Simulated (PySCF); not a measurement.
# 19F chemical shifts

[PySCF 2.14.0 with density-fitted response routines: shieldings: GIAO PBE0/pcSseg-1; coordinates at the GFN2-xTB level; one averaged value for each set of equivalent atoms; no relativistic terms; one conformer; gas phase]

Shieldings were converted by a linear fit to measured shifts: 19F: δ = 146.13 − 0.903σ +14.6 on sp3 carbon (rms 6.0 ppm, 223 shifts, 7.0 ppm with the 5 outliers that the fit left out vs CFCl3, solution or neat liquid). A few per cent of atoms miss by over 2 rms, more outside the fitted compound classes.

(1) Give the 19F shifts of `FCC[C@H](F)[SiH2][SiH3]`, `C=C=PC(F)(F)F`, `Fc1csc([SiH3])p1`, `Fc1csc([SiH3])p1`.

(2) Order these by 19F shift, lowest first.
A. O=C1OC(=O)C1C(F)F
B. CO[C@@H](C#N)C(F)=C=O
C. O=C1C=COC(F)(F)O1

## Answers

(1) 
```csv
compound,environment,δ (ppm)
[F:1][CH2:2][CH2:3][C@H:4]([F:5])[SiH2:6][SiH3:7],F5: fluorine on an sp3 carbon,-222.3
[F:1][CH2:2][CH2:3][C@H:4]([F:5])[SiH2:6][SiH3:7],F1: fluorine on an sp3 carbon,-224.7
C=C=PC(F)(F)F,fluorine of a CF3 group (×3),-43.1
Fc1csc([SiH3])p1,aryl fluorine,-116.9
Fc1csc([SiH3])p1,aryl fluorine,-116.9
```

(2) B (-280.0 ppm, vinylic fluorine), A (-118.4 ppm, fluorine of a CF2 group), C (-45.3 ppm, fluorine of a CF2 group).
